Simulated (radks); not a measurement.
Values are calculated unless marked as measured or tabulated.
Species: V11+. Configuration: [Ne] 3s2.

Code: a radial shooting solver on a logarithmic mesh with Libxc functionals. Model: Dirac Kohn-Sham, PBEsol, spin-unpolarised, spherical densities, point nucleus.

Energy parts (eV):
total: -24493.550
kinetic: 24775.905
electron-nucleus: -54737.592
Hartree: 6451.846
exchange-correlation: -983.709

Orbitals (lengths in bohr, moments of r in powers of bohr; <r^-3> diverges for s and p1/2; r(max) is where P^2 peaks):
\begin{tabular}{lrrrrrr}
orbital & occ. & eigenvalue (eV) & <r^2> & r(max) & <r^-3> & <1/r> \\ \hline
1s1/2 & 2 & -5650.750 & 0.005939 & 0.04352 & - & 22.83 \\
2s1/2 & 2 & -878.6777 & 0.1098 & 0.2545 & - & 4.860 \\
2p1/2 & 2 & -786.8475 & 0.08855 & 0.2050 & - & 4.799 \\
2p3/2 & 4 & -779.5672 & 0.09018 & 0.2073 & 312.0 & 4.733 \\
3s1/2 & 2 & -295.8543 & 0.7455 & 0.7505 & - & 1.775 \\
\end{tabular}

The highest occupied level is 3s1/2 at -295.85 eV. For comparison, the ionisation energy in NIST's Atomic Spectra Database is 308.5 eV (semi-empirical). In exact Kohn-Sham theory the highest level is minus the ionisation energy, but local and semilocal functionals leave it too shallow, through self-interaction and a potential that decays too fast; potentials with the right tail come closer.
